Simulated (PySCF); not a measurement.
CH3Li, SMILES [Li][CH3].

The structure is a stationary point at B3LYP-D3(BJ)/def2-TZVPD. The isomer is the one that the SMILES or the coordinates give; other isomers of the formula were not compared.

Two levels are set side by side: TDDFT-PBE/def2-TZVPD (PySCF) and TDDFT-M06-2X/def2-TZVPD (PySCF). Vertical, same geometry. The lowest singlet is HOMO→LUMO 99 % with PBE and HOMO→LUMO 96 % with the other functional; states are paired by order. Differences are taken from unrounded values.

```
quantity                               TDDFT-M06-2X  TDDFT-PBE  TDDFT-PBE minus TDDFT-M06-2X
-------------------------------------  ------------  ---------  ----------------------------
lowest singlet excitation (eV)                 2.99       2.54                         -0.45
lowest triplet excitation (TDA) (eV)           3.12       2.02                         -1.10
first bright state (f over 0.05) (eV)          2.99       2.54                         -0.45
its oscillator strength                        0.08       0.09                          0.01
```

Functionals without exact exchange tend to place singlet excitations lower, as here. Differences between two approximate levels are no errors against the true value.

Rough cost on one machine, each run with all the roots and properties that it gave: TDDFT-M06-2X against TDDFT-PBE about 10 times.
